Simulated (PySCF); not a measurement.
Structure problem from calculated spectra and properties.

Formula: C5H4O2S.

| Quantity | Value |
| --- | --- |
| Triplet | lowest triplet excitation (Tamm–Dancoff): 3.66 eV [TDA CAM-B3LYP/def2-SVPD] |
| 13C NMR | chemical shifts (computed TMS as zero) by class: 158.8 (1 C), 153.6 (1 C), 132.4 (1 C), 126.0 (1 C), 116.7 (1 C) ppm [GIAO PBE0/pcSseg-1] |
| Rotational structure | rotational constants A, B, C: 5.396, 1.094, 0.910 GHz [PBE0-D3(BJ)/def2-SVP] |
| Valence photoelectron | vertical ionisation energy: 8.91 eV [ΔSCF CAM-B3LYP/def2-SVPD] |
| Dipole | 1.40 D [CAM-B3LYP/def2-SVPD] |
| NMR, other nuclei | isotropic shieldings of nuclei other than C and H, by class: -116 (1 O), 92 (1 O), 326 (1 S) ppm [GIAO PBE0/pcSseg-1] |
| 1H NMR | chemical shifts (computed TMS as zero) by class: 8.54 (1 H), 7.90 (1 H), 7.08 (1 H), 6.87 (1 H) ppm [GIAO PBE0/pcSseg-1] |
| UV, first state | lowest singlet excitation: 5.55 eV (223 nm, f = 0.157) [TDDFT CAM-B3LYP/def2-SVPD] |

The electronic properties come from PySCF, for the isolated species, density fitting. Levels stand in brackets. Isolated species at its PBE0-D3(BJ)/def2-SVP geometry (one conformer only). NMR values are class means; diastereotopic atoms form classes of their own.

Question: What is the compound? Reason from the data.

Answer: Numbering: `[O:1]=[CH:2][O:3][c:4]1[cH:5][cH:6][s:7][cH:8]1`. Its formula, C5H4O2S, gives 4 degrees of unsaturation: 1 ring and 3 π bonds in the structure found (Kekulé form). 5 carbons fall into 5 classes; from least to most shielded: ester carbonyl carbon [C2] (158.8 ppm), aromatic carbon bearing oxygen [C4] (153.6 ppm), aromatic CH next to a ring sulfur [C6] (132.4 ppm), aromatic CH carbon [C5] (126.0 ppm), aromatic CH next to a ring sulfur [C8] (116.7 ppm). Hydrogen classes from least to most shielded: 1 H on an aromatic CH carbon, C5 (8.54 ppm), 1 H on an ester carbonyl carbon, C2 (7.90 ppm), 1 H on an aromatic CH next to a ring sulfur, C6 (7.08 ppm), 1 H on an aromatic CH next to a ring sulfur, C8 (6.87 ppm). The other shieldings belong to: -116 ppm, ester carbonyl oxygen [O1]; 92 ppm, ester single-bonded oxygen [O3]; 326 ppm, thiophene-type sulfur [S7]. The first electron is taken from the HOMO, whose largest Löwdin shares are 0.25 on an aromatic CH next to a ring sulfur, 0.19 on the aromatic carbon bearing oxygen, 0.18 on an aromatic CH next to a ring sulfur and 0.14 on the thiophene-type sulfur. By its constants the optimised geometry is an asymmetric top. Structure: `O(C=O)c1ccsc1`. Computed isomers that give other values at the same levels: `O=c1ccsc(O)c1` (lowest singlet excitation: 4.15 eV (299 nm, f = 0.000)); `O=COc1cccs1` (rotational constant A: 4.244 GHz; this holds for the one conformer computed); `O=C(O)c1cccs1` (lowest singlet excitation: 5.08 eV (244 nm, f = 0.216)). The assignments are read from this structure; whether some other isomer fits the data as well wasn't checked.

Shape of the structure used: `[O:1]=[CH:2][O:3][c:4]1[cH:5][cH:6][s:7][cH:8]1`: O1–C2–O3–C4 0°, C2–O3–C4–C5 3°.
